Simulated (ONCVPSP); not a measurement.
## u(r) = r·R(r): atom against pseudo-atom (Ni (Z = 28))

Columns: radius, all-electron u(r) and pseudo u(r) of the 3p shell (level -71.39 eV) of nickel in the configuration [Ne] 3s2 3p6 3d8 4s2; PBE, scalar-relativistic, ONCV scheme, ONCVPSP 4.0.1.

```json
{"r (bohr)": "0.072", "all-electron": "-0.4660", "pseudo": "0.0428"}
{"r (bohr)": "0.145", "all-electron": "-0.6292", "pseudo": "0.1660"}
{"r (bohr)": "0.217", "all-electron": "-0.3397", "pseudo": "0.3463"}
{"r (bohr)": "0.290", "all-electron": "0.1197", "pseudo": "0.5599"}
{"r (bohr)": "0.362", "all-electron": "0.5481", "pseudo": "0.7702"}
{"r (bohr)": "0.435", "all-electron": "0.8783", "pseudo": "0.9555"}
{"r (bohr)": "0.507", "all-electron": "1.0875", "pseudo": "1.0919"}
{"r (bohr)": "0.580", "all-electron": "1.1951", "pseudo": "1.1739"}
{"r (bohr)": "0.652", "all-electron": "1.2222", "pseudo": "1.2000"}
{"r (bohr)": "0.725", "all-electron": "1.1938", "pseudo": "1.1789"}
{"r (bohr)": "0.798", "all-electron": "1.1295", "pseudo": "1.1217"}
{"r (bohr)": "0.870", "all-electron": "1.0456", "pseudo": "1.0424"}
{"r (bohr)": "0.942", "all-electron": "0.9524", "pseudo": "0.9512"}
{"r (bohr)": "1.015", "all-electron": "0.8554", "pseudo": "0.8550"}
{"r (bohr)": "1.088", "all-electron": "0.7608", "pseudo": "0.7606"}
{"r (bohr)": "1.160", "all-electron": "0.6727", "pseudo": "0.6726"}
{"r (bohr)": "1.232", "all-electron": "0.5913", "pseudo": "0.5911"}
{"r (bohr)": "1.305", "all-electron": "0.5162", "pseudo": "0.5161"}
{"r (bohr)": "1.378", "all-electron": "0.4489", "pseudo": "0.4488"}
{"r (bohr)": "1.450", "all-electron": "0.3899", "pseudo": "0.3898"}
{"r (bohr)": "1.522", "all-electron": "0.3377", "pseudo": "0.3376"}
{"r (bohr)": "1.595", "all-electron": "0.2912", "pseudo": "0.2912"}
{"r (bohr)": "1.668", "all-electron": "0.2507", "pseudo": "0.2506"}
{"r (bohr)": "1.740", "all-electron": "0.2159", "pseudo": "0.2158"}
{"r (bohr)": "1.812", "all-electron": "0.1856", "pseudo": "0.1856"}
{"r (bohr)": "1.885", "all-electron": "0.1591", "pseudo": "0.1591"}
```

Problem. How many radial nodes do the two functions have?

Solution. The all-electron 3p function has n − l − 1 = 1; the pseudo-wave has 0, since the states of the same l below it are removed with the core.

Problem. At about which radius was the pseudo-wave matched?

Solution. 1.20 bohr. The columns agree to 0.0005 from 1.01 bohr on; several derivatives are matched, so the curves merge somewhat inside the radius.

Problem. Where does each function peak?

Solution. Outermost all-electron maximum near 0.65 bohr, pseudo maximum near 0.65 bohr (to the table’s step).

Problem. Is the pseudo-wave norm-conserving?

Solution. Yes: the ONCV scheme keeps the norm inside the radius equal to the all-electron one, which fixes the energy derivative of the logarithmic derivative at the level.
